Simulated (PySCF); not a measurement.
Computed IR spectrum (relative IR intensity) of a molecule C₂H₈GeO₃. Coordinates come from a PBE-D3(BJ)/def2-SVP optimisation. One conformer was computed; it need not be the lowest. Computed with PBE-D3(BJ)/def2-SVP (PySCF). Frequencies are harmonic and unscaled.

ν (cm⁻¹): 62 (w), 145 (w), 226 (w), 238 (vs), 247 (w), 256 (w), 302 (m), 338 (s), 563 (w), 668 (m), 693 (s), 695 (s), 857 (m), 881 (m), 904 (s), 946 (w), 1031 (w), 1384 (vw), 1419 (w), 1428 (vw), 2971 (m), 2989 (w), 3057 (w), 3066 (w), 3716 (m), 3735 (s) (against the strongest line: vs over 80 %, s over 45 %, m over 15 %, w over 4 %, vw less)

### Question
Pick the molecule that these values belong to.
A) OC[C@H](O)[GeH2][OH]
B) CC[O][GeH]([OH])[OH]
C) C[O][GeH]([OH])[O]C
D) C[CH2][Ge]([OH])([OH])[OH]

### Answer
D, C[CH2][Ge]([OH])([OH])[OH]
